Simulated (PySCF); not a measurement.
## As (arsenic, neutral): LDA calculation

Configuration: [Ar] 3d10 4s2 4p3, high-spin 4S determinant. Computed with PySCF 2.14 in dyall-v3z (23s16p10d1f, 128 functions), with the spin-free X2C one-electron Hamiltonian (Gaussian nucleus).

```json
{
  "Total energy": "-2257.365 hartree",
  "One-electron energy": "-3145.547 hartree",
  "Hartree (Coulomb) energy": "969.057 hartree",
  "Exchange-correlation energy": "-80.875 hartree",
  "⟨S²⟩": "3.7505",
  "⟨L²⟩": "0.000",
  "Sum of ⟨r⟩": "24.64 bohr",
  "Sum of ⟨r²⟩": "40.54 bohr²",
  "Langevin diamagnetic susceptibility": "-32.1 ×10⁻⁶ cm³/mol"
}
```

```csv
shell,electrons,mean orbital energy (hartree),"rms radius, mean of both spins (bohr)"
1s α,1,-429.41347,0.0525
1s β,1,-429.40878,0.0525
2s α,1,-54.48093,0.220
2s β,1,-54.47837,0.220
2p α,3,-47.82893,0.196
2p β,3,-47.82492,0.196
3s α,1,-6.94815,0.644
3s β,1,-6.94230,0.644
3p α,3,-4.89059,0.670
3p β,3,-4.88371,0.670
3d α,5,-1.49583,0.764
3d β,5,-1.48487,0.764
4s α,1,-0.56303,2.08
4s β,1,-0.48898,2.08
4p α,3,-0.21895,2.72
```

Densities and radii are taken from the X2C orbitals without a picture-change correction, which distorts them close to the nucleus.
